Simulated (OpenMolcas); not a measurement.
Ta4+ (d1) in a complex was computed by CASSCF with the d shell active (OpenMolcas, ANO-RCC-VDZP on the metal). Its lowest spin-free states, and all those of the highest spin:

| 2S+1 | Degeneracy | E (cm-1) |
| --- | --- | --- |
| 2 | 3 | 0.0 |
| 2 | 2 | 35442 |

Is the site octahedral, tetrahedral or cube-like, axial, or of lower symmetry?

The states with 2S+1 = 2 have orbital degeneracies 3, 2. Threefold states need a cubic site. For d1 at this spin an octahedron puts the threefold T2 below the twofold E and a tetrahedron or cube puts the twofold E below the threefold T2, so the site is octahedral. The first gap at this spin, 35400 cm-1, is |10Dq| in ligand-field theory. The run had Ta4+ with 6 ligands (fluoride) in octahedral coordination (Oh) at 1.99 Å. A charge of +0.333 e stands 2.8 Å behind each ligand. Ligand basis ANO-RCC-VDZP.

An orbital triplet at a regular site is open to Jahn-Teller coupling, which can distort the site and quench the lowest spin-orbit gaps and is left out. The least metal-like active orbital is 77 % on the metal (Löwdin) and no ligand orbital is active, so the numbers are rough. With metal d orbitals alone the field can be off either way by tens of per cent. Ligand-to-metal charge-transfer states are missing. No measured value stands beside these numbers; the geometry was imposed, not optimised, and the real ion may take another.
